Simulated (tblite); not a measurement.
Species: C₆H₅N₂ (doublet state).
Structure used (GFN2-xTB), in Å, numbered top down from 1:
```xyz
13
C6H5N2 angstrom
C      1.024    1.846   -0.406
C      0.912    0.604   -0.033
C      1.763   -0.370   -0.638
N      2.454   -1.139   -1.131
C     -0.063    0.060    0.986
C     -1.055   -0.908    0.322
C     -1.832   -0.227   -0.685
N     -2.436    0.333   -1.477
H      1.598    2.437   -1.079
H      0.487   -0.475    1.763
H     -0.599    0.895    1.440
H     -1.738   -1.318    1.071
H     -0.519   -1.737   -0.152
```

All values are computed: GFN2-xTB (tblite) harmonic vibrations without scaling, gas phase. The method is semi-empirical: single wavenumbers can be off by several per cent or more. One conformer, not necessarily the lowest. Open shells enter through the occupations alone, without spin polarisation, and single modes of such species can be off by tens of per cent.

Harmonic wavenumbers (cm⁻¹): 29.2, 62.6, 124.2, 186.5, 212.9, 310.9, 342.0, 387.0, 509.3, 521.5, 603.9, 679.0, 689.9, 772.1, 870.1, 922.2, 1003.3, 1054.7, 1097.3, 1167.2, 1176.9, 1296.3, 1305.9, 1422.8, 1455.5, 1684.8, 2358.4, 2417.8, 2955.1, 2967.0, 2972.0, 3004.1, 3215.6.

A = 3244, B = 1428, C = 1345 MHz; mass 105.045 u (most abundant isotopes); point group C1, symmetry number 1; spin multiplicity 2.

**Question.** Zero-point energy?

**Answer.** Half the sum of the wavenumbers: 19889 cm⁻¹ = 237.92 kJ/mol.

**Question.** Give the ideal-gas entropy at 500 K and 1 bar in the rigid-rotor, harmonic-oscillator model (classical rotation).

**Answer.** Translation 177.65, rotation 125.01, vibration 164.25, spin (R ln 2) 5.76: S = 472.7 J/(mol K).

**Question.** And Cp and H(500 K) − H(0)?

**Answer.** Cp = 177.77 J/(mol K), of which vibrations give 144.51 (their classical limit is 33 R = 274.4); H(500 K) − H(0) = 56.49 kJ/mol without the zero-point energy, 39.86 from vibrations.

**Question.** Which modes carry the vibrational entropy at 500 K?

**Answer.** 29.2 cm⁻¹: 28.91; 62.6 cm⁻¹: 22.58; 124.2 cm⁻¹: 16.91; 186.5 cm⁻¹: 13.59; 212.9 cm⁻¹: 12.52; 310.9 cm⁻¹: 9.51 J/(mol K); the other 27 give 60.23 together.

**Question.** Blend soft modes into free rotors: weight 1/[1 + (100 cm⁻¹/ν̃)⁴] for the oscillator and the rest for a rotor with moment μB/(μ + B), μ = h/(8π²ν), B = 10⁻⁴⁴ kg m². What vibrational entropy results?

**Answer.** 147.63 J/(mol K) in place of 164.25, which changes −T·S at 500 K by +8.31 kJ/mol.

**Question.** How do the functions run with temperature in this model?

**Answer.** 
```
 T (K)  S (J/(mol K))  Cp (J/(mol K))  H − H(0) (kJ/mol)  G − H(0) (kJ/mol)  ln q(vib)
   150          320.8            85.5               9.08             -39.04       3.03
   250          371.7           116.1              19.17             -73.75       5.16
298.15          393.4           130.1              25.10             -92.17       6.16
   400          435.4           156.5              39.74            -134.42       8.21
   600          506.7           195.1              75.16            -228.84      12.05
   900          593.4           231.9             139.68            -394.35      17.25
```

q(vib) and H(0) count from the zero-point level.

**Question.** What must be added to the electronic energy to get the Gibbs energy at 500 K and 1 bar?

**Answer.** ZPE + [H(500 K) − H(0)] − T·S = 237.92 + 56.49 − 236.33 = 58.08 kJ/mol.

Hindered rotation and anharmonicity are outside this model. Other conformers, if any are populated, would add a mixing term that is left out. The structure is chiral; the term R ln 2 for an equal mix with its mirror image is left out.
